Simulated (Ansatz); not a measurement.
C2H6BClO, SMILES CCOBCl.

Geometry: PBE0-D3(BJ)/def2-SVP. The structure was generated by enumeration, and PubChem lists no compound with its InChIKey, so it may never have been made. One conformer was computed; it need not be the lowest.

Two levels are set side by side: PBE/def2-SVPD (Ansatz, a first-principles code) and PBE0/def2-SVPD (Ansatz). Energy differences of separate SCF runs at the same geometry; the states with an electron removed or added have multiplicity 2 and 2. Differences are taken from unrounded values.

| quantity | PBE0 | PBE | PBE minus PBE0 |
|---|---|---|---|
| vertical ionisation energy (eV) | 11.00 | 10.47 | -0.53 |
| vertical singlet–triplet gap (eV) | 6.32 | 5.88 | -0.44 |
